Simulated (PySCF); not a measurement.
All values below come from PySCF with B3LYP-D3(BJ)/def2-TZVP // r2SCAN-D4/def2-SVP. Isolated molecules, 0 K electronic values unless said otherwise. B3LYP has the VWN-RPA correlation part, as in Gaussian. 

Reference species: [W(Cl)(F)5] (neutral, multiplicity 1).

HOMO: -10.37 eV
mean distance from the central atom to its bonded neighbours: 1.924 Å
LUMO: -5.18 eV
charge on the central atom (Mulliken): 1.72 e

Changed species: [W(Cl)2(F)4] (4 of 6 Cl replaced by F; the reference has 5 of 6 Cl replaced by F).

**Question.** Predict the effect on the HOMO, mean distance from the central atom to its bonded neighbours, LUMO and charge on the central atom (Mulliken).

**Answer.** the HOMO rises by 0.61 eV, to -9.76 eV; the mean distance from the central atom to its bonded neighbours increases by 0.076 Å, to 2.000 Å; the LUMO drops by 0.19 eV, to -5.37 eV; the charge on the central atom (Mulliken) drops by 0.12 e, to 1.60 e.
